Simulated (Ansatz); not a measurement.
CH6OSSi, SMILES `OCS[SiH3]`, relaxed with RKS PBE-D4/def2-SVP in Ansatz 0.2.0 from a rough embedded geometry. The force threshold is 0.03 eV/Å; the program also tests the step.

Total charge 0; spin multiplicity 1.

Start:

```xyz
10

O     1.076    1.210   -1.931
C     0.197    0.738   -0.999
S     1.046   -0.456    0.077
Si   -0.612   -0.905    1.422
H     1.948    0.715   -1.749
H    -0.154    1.610   -0.455
H    -0.674    0.295   -1.523
H    -0.081   -1.915    2.402
H    -1.718   -1.555    0.636
H    -1.029    0.264    2.118
```

| step | energy (eV) | largest force (eV/Å) | largest move (Å) |
| --- | --- | --- | --- |
| 1 | -21873.7541 | 2.623 | 0.000 |
| 2 | -21873.9880 | 0.845 | 0.107 |
| 3 | -21874.0148 | 0.221 | 0.077 |
| 4 | -21874.0232 | 0.132 | 0.037 |
| 5 | -21874.0505 | 0.236 | 0.098 |
| 6 | -21874.1116 | 1.045 | 0.200 |
| 7 | -21874.1612 | 0.162 | 0.200 |
| 8 | -21874.1765 | 0.151 | 0.135 |
| 9 | -21874.1898 | 0.175 | 0.200 |
| 10 (rejected) | -21874.1775 | 0.645 | 0.196 |
| 11 | -21874.1964 | 0.171 | 0.098 |
| 13 | -21874.2016 | 0.190 | 0.077 |
| 15 | -21874.2091 | 0.103 | 0.055 |
| 17 (rejected) | -21874.2106 | 0.311 | 0.196 |
| 19 | -21874.2164 | 0.158 | 0.098 |
| 21 (rejected) | -21874.2174 | 0.357 | 0.190 |
| 23 | -21874.2233 | 0.169 | 0.098 |
| 25 | -21874.2328 | 0.081 | 0.105 |
| 27 | -21874.2342 | 0.037 | 0.016 |
| 29 | -21874.2399 | 0.194 | 0.146 |
| 31 | -21874.2453 | 0.091 | 0.019 |
| 33 | -21874.2472 | 0.039 | 0.030 |
| 34 | -21874.2475 | 0.020 | 0.018 |

End:

```xyz
10

O     0.836    0.453   -1.844
C     0.431    1.178   -0.735
S     1.025    0.510    0.925
Si   -0.461   -1.019    1.194
H     0.368   -0.404   -1.834
H     0.901    2.179   -0.794
H    -0.673    1.313   -0.661
H     0.010   -1.927    2.291
H    -0.617   -1.817   -0.082
H    -1.820   -0.465    1.539
```

Run time 58 s (2 threads of an Arm Neoverse V1 on a shared host); peak host memory 0.15 GiB.
